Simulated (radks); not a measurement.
Task: The carbon ion C4+, [He]. Calculated with a radial shooting solver on a logarithmic mesh with Libxc functionals: non-relativistic Kohn-Sham, exchange-only PBE, spin-polarised, spherical densities, point nucleus. Every spin shell is full or empty, so the densities are truly spherical. Functionals are evaluated on that one density, not self-consistently. Rank these orbital-free kinetic functionals by their error against the exact value of the orbitals, and give that value: Thomas-Fermi, von Weizsacker, TF + vW, TF + vW/5, LC94, revAPBEK, Perdew 92, Thakkar, Pearson, LKT, PG1, DePristo-Kress, Ernzerhof.

Result: Exact: 32.2974 hartree. From best to worst, with 100 (|E| - |E exact|)/|E exact| (equal figures are ties): von Weizsacker 0.00, LC94 +1.66, Thakkar +1.89, Perdew 92 +2.14, DePristo-Kress +2.18, revAPBEK +2.42, Pearson -2.88, Ernzerhof +5.86, Thomas-Fermi -9.00, TF + vW/5 +11.00, PG1 +54.29, LKT +61.71, TF + vW +91.00.
